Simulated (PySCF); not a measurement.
## H2TeO, singlet: data card

Level of theory: PBE0/[Te def2-SVP with ECP28, O def2-SVP, H def2-SVP], scalar-relativistic core potentials, density fitting, no spin–orbit coupling, PySCF.

The structure is a minimum.

Coordinates in bohr (charge 0 multiplicity 1):
```
Te   -0.0337    0.3633    0.0000
O     0.0000   -3.1057    0.0000
H     2.1718    1.2318   -2.1953
H     2.1718    1.2318    2.1953
```

```
Point group                                                                   : Cs
Bond lengths                                                                  : Te–H 1.710 Å (×2), Te–O 1.836 Å
Bond angles                                                                   : H–Te–H 85.6°, H–Te–O 105.2° (×2)
Atomisation energy without zero-point energy                                  : 766 kJ/mol
Enthalpy at 298.15 K above 0 K                                                : 10.83 kJ/mol
Principal quadrupole moments (Buckingham, traceless) about the centre of mass : -7.01, 2.66, 4.35 D Å
Rotational symmetry number                                                    : 1
Entropy at 298.15 K and 1 bar                                                 : 263.4 J/(mol K)
Principal polarisabilities                                                    : 28.5, 34.5, 42.1 bohr³
Highest occupied level                                                        : -6.87 eV
Heat capacity Cp at 298.15 K                                                  : 44.9 J/(mol K)
Lowest empty level                                                            : -0.93 eV
Zero-point energy                                                             : 41.9 kJ/mol
Dipole moment                                                                 : 4.09 D
Rotational constants                                                          : 3.122, 0.3269, 0.3267 cm⁻¹
```

Harmonic modes (masses in u: Te 129.906, O 15.995, H 1.008):
```json
{"symmetry": "a''", "ω (cm⁻¹)": "681", "IR (km/mol)": "0.4", "μ (u)": "1.07", "type": "bend"}
{"symmetry": "a'", "ω (cm⁻¹)": "739", "IR (km/mol)": "33.6", "μ (u)": "1.09", "type": "bend"}
{"symmetry": "a'", "ω (cm⁻¹)": "812", "IR (km/mol)": "43.1", "μ (u)": "16.21", "type": "stretch"}
{"symmetry": "a'", "ω (cm⁻¹)": "898", "IR (km/mol)": "26.0", "μ (u)": "1.02", "type": "bend"}
{"symmetry": "a''", "ω (cm⁻¹)": "1933", "IR (km/mol)": "169", "μ (u)": "1.02", "type": "stretch"}
{"symmetry": "a'", "ω (cm⁻¹)": "1948", "IR (km/mol)": "162", "μ (u)": "1.02", "type": "stretch"}
```

Charges (e):
```
atom  Mulliken  Löwdin  polar tensor  Mayer order to Te1
 Te1      0.69    0.75          0.96                   –
  O2     -0.61   -0.60         -0.56                1.63
H3,4     -0.04   -0.08         -0.20                0.85
```

Mulliken populations on Te1 (electrons outside its core potential): s 3.82, p 9.19, d 10.31.

Counting electrons, tellurium keeps 2 of its valence electrons outside its bonds, so the VSEPR class is AX3E1 and the expected shape is trigonal pyramidal; with unlike ligands the computed point group is Cs.

Only a few start shapes were tried, so a lower isomer may exist.

The final relaxation and frequency run took 19 s on 2 threads of a shared Intel Xeon Platinum 8488C (Sapphire Rapids) host, with 50 basis functions and 14 gradients; the process peaked at 0.65 GiB. Launch command: `OMP_NUM_THREADS=2 python axn.py task.json out`.
